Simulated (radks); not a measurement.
Effect of the nuclear size on the xenon ion Xe21+, [Ar] 3d10 4s2 4p3. Calculated with a radial shooting solver on a logarithmic mesh with Libxc functionals: Dirac Kohn-Sham, exchange-only LDA, spin-unpolarised, spherical densities, finite nucleus; open shells fill j = l - 1/2 first; Fermi nuclear charge, rms radius 4.7859 fm. The rms radius is varied about that value; shifts are against it.

rms radius (fm)  total energy shift (eV)  density at nucleus (e/bohr^3)  1s1/2 shift (meV)  2s1/2 shift (meV)  3p1/2 shift (meV)  4s1/2 shift (meV)  4p1/2 shift (meV)  4p3/2 shift (meV)  5s1/2 (empty) shift (meV)
3.9197                             -2.20                      2.807e+05               -919               -109               1.19              -5.96              0.395              0.561                      -2.43
4.5945                            -0.518                      2.729e+05               -216              -25.6              0.279              -1.40              0.093              0.132                     -0.570
4.7859                                 0                      2.709e+05              0.000              0.000              0.000              0.000              0.000              0.000                      0.000
5.1161                             0.934                      2.676e+05                390               46.1             -0.503               2.53             -0.167             -0.238                       1.03
5.5181                              2.14                       2.64e+05                893                106              -1.15               5.79             -0.383             -0.545                       2.36

Slopes of the eigenvalues against <r^2> in GHz/fm^2, as finite differences over the two radii next to the reference (eigenvalue slopes, not the field-shift constants of lines): 1s1/2 28900, 2s1/2 3420, 3p1/2 -37.3, 4s1/2 188, 4p1/2 -12.4, 4p3/2 -17.6, 5s1/2 (empty) 76.3.
